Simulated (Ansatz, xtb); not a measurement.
Potential energy surface of H₂B (cation, charge +1), singlet: symmetric bend, bond length relaxed. Scanned: H-B-H angle. Other coordinates (B-H bond length) were minimised at B3LYP/def2-TZVP.

GFN1-xTB (xtb); FCI/def2-TZVP = full CI/def2-TZVP, frozen core run with Ansatz (a program for electronic structure).

Energies relative to the lowest point of each profile, in kcal/mol:

```csv
a / °,GFN1-xTB
180,0.0
169.80,0.5
157.84,2.2
148.53,4.4
137.80,8.1
128.83,12.2
122.02,16.1
112.43,22.6
98.74,34.8
88.51,46.8
82.16,55.7
68.70,79.3
```

Problem. Estimate the FCI/def2-TZVP values at these points.

Solution. 180: 0.0; 169.80: 0.8; 157.84: 3.8; 148.53: 7.6; 137.80: 13.8; 128.83: 20.5; 122.02: 26.5; 112.43: 36.6; 98.74: 54.4; 88.51: 70.5; 82.16: 82.0; 68.70: 109.7 (kcal/mol).

The scan ran from 180.0 to 60.0; beyond the range shown the relaxed coordinates jump or full CI changes its symmetry label.
